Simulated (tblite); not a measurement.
C₅H₃N₂O (doublet state).
Geometry (GFN2-xTB, Å), atoms numbered from 1 in this order:
```
atom  x, y, z in Å
C1     2.2391   -0.6802    0.8947
C2     1.2177   -0.1135    0.6218
C3    -0.0153    0.5404    0.2524
C4     0.2275    1.5729   -0.7304
N5     0.4202    2.3983   -1.4948
C6    -1.0123   -0.4885   -0.3396
N7    -2.1256   -0.5999    0.3105
O8    -0.7804   -1.1596   -1.3439
H9     3.1321   -1.1668    1.1542
H10   -0.5107    0.9714    1.1322
H11   -2.7869   -1.2719   -0.0637
```

Level: GFN2-xTB in tblite, geometry and Hessian alike; calculated harmonic values, unscaled, isolated species. The method is semi-empirical: single wavenumbers can be off by several per cent or more. One conformer, not necessarily the lowest. Open shells enter through the occupations alone, without spin polarisation, and single modes of such species can be off by tens of per cent.

Harmonic wavenumbers (cm⁻¹): 38.4, 107.4, 123.4, 141.6, 311.6, 344.2, 361.5, 388.3, 515.8, 554.5, 593.0, 646.8, 659.5, 702.4, 820.2, 959.3, 1003.2, 1045.7, 1116.9, 1208.9, 1379.4, 1589.9, 2240.8, 2401.6, 2908.1, 3390.0, 3392.7.

A = 2448, B = 2009, C = 1360 MHz; mass 107.025 u (most abundant isotopes); point group C1, symmetry number 1; spin multiplicity 2.

**Question.** Zero-point energy?

**Answer.** Half the sum of the wavenumbers: 14473 cm⁻¹ = 41.38 kcal/mol.

**Question.** What is S at 298.15 K and 1 bar for an ideal gas of classical rigid rotors and harmonic oscillators?

**Answer.** Translation 39.95, rotation 28.26, vibration 22.40, spin (R ln 2) 1.38: S = 92.0 cal/(mol K).

**Question.** And Cp and H(298.15 K) − H(0)?

**Answer.** Cp = 30.45 cal/(mol K), of which vibrations give 22.50 (their classical limit is 27 R = 53.7); H(298.15 K) − H(0) = 5.85 kcal/mol without the zero-point energy, 3.48 from vibrations.

**Question.** Which modes carry the vibrational entropy at 298.15 K?

**Answer.** 38.4 cm⁻¹: 5.34; 107.4 cm⁻¹: 3.32; 123.4 cm⁻¹: 3.05; 141.6 cm⁻¹: 2.78; 311.6 cm⁻¹: 1.35; 344.2 cm⁻¹: 1.19 cal/(mol K); the other 21 give 5.37 together.

**Question.** How do the functions run with temperature in this model?

**Answer.** 
```
 T (K)  S (cal/(mol K))  Cp (cal/(mol K))  H − H(0) (kcal/mol)  G − H(0) (kcal/mol)  ln q(vib)
    50             58.1              12.1                 0.48                -2.42       0.50
   100             67.7              16.0                 1.19                -5.58       1.45
373.15             99.3              34.5                 8.29               -28.75       6.86
   500            110.2              39.8                13.03               -42.06       9.24
   750            127.7              46.4                23.88               -71.88      13.52
  1000            141.6              50.5                36.03              -105.60      17.28
```

q(vib) and H(0) count from the zero-point level.

Hindered rotation and anharmonicity are outside this model. Other conformers, if any are populated, would add a mixing term that is left out. The structure is chiral; the term R ln 2 for an equal mix with its mirror image is left out.

Time: 0.22 s of wall time. Hardware: Arm Neoverse V2, one thread, no GPU, on a shared host. The figure is for the frequency step alone.
